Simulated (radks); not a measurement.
The numbers below are computed, except where a source is named.
Task: These are the eigenvalues of the occupied orbitals of an atom or ion with whole-number occupations (hartree). Code: a radial shooting solver on a logarithmic mesh with Libxc functionals. Model: Dirac Kohn-Sham, exchange-only PBE, spin-unpolarised, spherical densities, finite nucleus; Fermi nuclear charge, rms radius of each element as measured or else 0.836 A^(1/3) + 0.57 fm.

| orbital | eigenvalue |
|---|---|
| 1s1/2 | -1222.865 |
| 2s1/2 | -198.7187 |
| 2p1/2 | -187.1920 |
| 2p3/2 | -176.2081 |
| 3s1/2 | -48.99141 |
| 3p1/2 | -44.23594 |
| 3p3/2 | -42.14846 |
| 3d3/2 | -33.80440 |
| 3d5/2 | -33.36258 |
| 4s1/2 | -16.88143 |
| 4p1/2 | -15.13364 |
| 4p3/2 | -14.65266 |
| 4d3/2 | -11.75357 |

Which element is it, and in what charge state? The configuration may be excited. Open shells, if any, fill j = l - 1/2 first.

Result: Z = 53, iodine, charge +14: I14+ in [Kr] 4d3. The list shows which subshells hold electrons but not how many an open one holds; the 1s level, -1222.9 hartree, gives Z - s = 49.5 by -(Z - s)^2/2, which with screening and relativity narrows Z to a few neighbours, and the depths of the outer levels then fix element, charge and occupations together.
